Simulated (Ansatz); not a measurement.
Relaxation of C₂H₇NOSi (12 atoms, charge 0, multiplicity 1), to a largest force component of 0.02 eV/Å in at most 50 steps.

Theory: Ansatz 0.2.0, RKS CAM-B3LYP-D4/6-31G*.

```xyz
12
Properties=species:S:1:pos:R:3:forces:R:3
N -2.109 -0.036 0.112 -4.02 1.31 -2.20
C -0.845 -0.275 0.402 2.64 -1.38 0.92
C 0.192 0.255 -0.233 2.77 -0.33 0.51
O 0.108 1.248 -1.186 -3.86 0.75 0.61
Si 1.979 -0.229 0.166 -0.65 0.44 0.97
H -2.798 -0.674 0.474 -0.04 -0.02 0.17
H -2.281 0.113 -0.899 -0.03 -0.14 0.86
H -0.699 -0.974 1.209 0.40 -0.18 0.17
H -0.863 1.599 -0.989 2.76 -0.24 -1.01
H 2.752 0.961 0.673 -0.11 -0.27 -0.26
H 1.974 -1.239 1.291 -0.07 0.21 -0.38
H 2.666 -0.804 -0.987 0.22 -0.14 -0.37
```

Task: Where does it end, and by what steps?

Result: The run converged. After 31 steps the energy has fallen by 0.539 eV; H9 moved furthest, 1.00 Å.

```json
{"step": "0", "energy less start (eV)": "0.0000", "largest force component (eV/Å)": "4.018", "accepted": "yes"}
{"step": "2", "energy less start (eV)": "-0.4884", "largest force component (eV/Å)": "0.666", "accepted": "yes"}
{"step": "4", "energy less start (eV)": "-0.5042", "largest force component (eV/Å)": "0.143", "accepted": "yes"}
{"step": "6", "energy less start (eV)": "-0.5056", "largest force component (eV/Å)": "0.033", "accepted": "yes"}
{"step": "8", "energy less start (eV)": "-0.5059", "largest force component (eV/Å)": "0.030", "accepted": "yes"}
{"step": "10", "energy less start (eV)": "-0.5060", "largest force component (eV/Å)": "0.035", "accepted": "yes"}
{"step": "12", "energy less start (eV)": "-0.5066", "largest force component (eV/Å)": "0.059", "accepted": "yes"}
{"step": "14", "energy less start (eV)": "-0.5075", "largest force component (eV/Å)": "0.089", "accepted": "yes"}
{"step": "16", "energy less start (eV)": "-0.5083", "largest force component (eV/Å)": "0.239", "accepted": "yes"}
{"step": "18", "energy less start (eV)": "-0.5084", "largest force component (eV/Å)": "0.235", "accepted": "no"}
{"step": "20", "energy less start (eV)": "-0.5172", "largest force component (eV/Å)": "0.109", "accepted": "yes"}
{"step": "22", "energy less start (eV)": "-0.5131", "largest force component (eV/Å)": "1.163", "accepted": "no"}
{"step": "24", "energy less start (eV)": "-0.5306", "largest force component (eV/Å)": "0.353", "accepted": "yes"}
{"step": "26", "energy less start (eV)": "-0.5336", "largest force component (eV/Å)": "0.168", "accepted": "yes"}
{"step": "28", "energy less start (eV)": "-0.5378", "largest force component (eV/Å)": "0.079", "accepted": "yes"}
{"step": "30", "energy less start (eV)": "-0.5385", "largest force component (eV/Å)": "0.093", "accepted": "no"}
{"step": "31", "energy less start (eV)": "-0.5386", "largest force component (eV/Å)": "0.010", "accepted": "yes"}
```

```xyz
12
Properties=species:S:1:pos:R:3
N -2.229 -0.148 0.168
C -0.906 -0.429 0.439
C 0.127 0.173 -0.176
O -0.199 1.030 -1.245
Si 1.912 -0.159 0.175
H -2.885 -0.902 0.312
H -2.361 0.342 -0.707
H -0.726 -1.152 1.228
H 0.084 1.926 -1.014
H 2.635 1.108 0.475
H 2.014 -1.058 1.355
H 2.611 -0.787 -0.976
```

Whether the end is a true minimum wasn't checked by a vibrational analysis.

The run took 100 s on 2 threads of Arm Neoverse V1 (shared host), peak memory 0.23 GiB.
